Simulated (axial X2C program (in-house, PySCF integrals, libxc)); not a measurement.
# Curves of LiHf by EOM-EA-CCSD

Calculated with an in-house all-electron X2C program for linear molecules (integrals from PySCF): two-component X2C with atomic mean-field Coulomb and Gaunt terms, Gaussian nuclei, basis Hf dyall-acv3z, Li dyall-acv3z with contracted cores.

Energies in eV from the lowest point of the lowest state; states are followed by energy order within each Ω. Reference: LiHf⁺, 12 electrons correlated in 92 virtual spinors with an MP2 remainder; levels at this size can be off by some tenths of an eV. Masses 179.947 and 7.016 u.

```
R (Å)  (1)Ω=1/2  (1)Ω=3/2  (2)Ω=1/2  (2)Ω=3/2  (1)Ω=5/2  (3)Ω=3/2  (3)Ω=1/2  (4)Ω=1/2
2.630    0.1877    0.1781    0.4944    0.5791    0.7158    1.0485    1.0756    1.6752
2.745    0.0873    0.1507    0.4600    0.5591    0.6599    0.9856    1.0355    1.5495
2.859    0.0288    0.1540    0.4642    0.5754    0.6420    0.9642    1.0307    1.4675
2.988    0.0010    0.1872    0.5032    0.6268    0.6582    0.9790    1.0581    1.4160
3.116    0.0000    0.2214    0.5588    0.6904    0.8205    1.0046    1.0139    1.3839
3.288    0.0350    0.3256    0.6768    0.8214    0.9158    1.0996    1.1294    1.3986
```

T1 of the reference reaches 0.025 (Lee–Taylor). Curves followed by order can swap character. Number of frozen shells: Hf 4 s, 3 p, 2 d, 1 f; Li 1 s. Roots with under 60 % one-particle weight at any point are counted in the labels but not shown, and the list ends where the roots sought for some Ω run out; states that need a further excitation are missing and may lie low or lowest. Curves with a minimum but no constants failed the fit check.
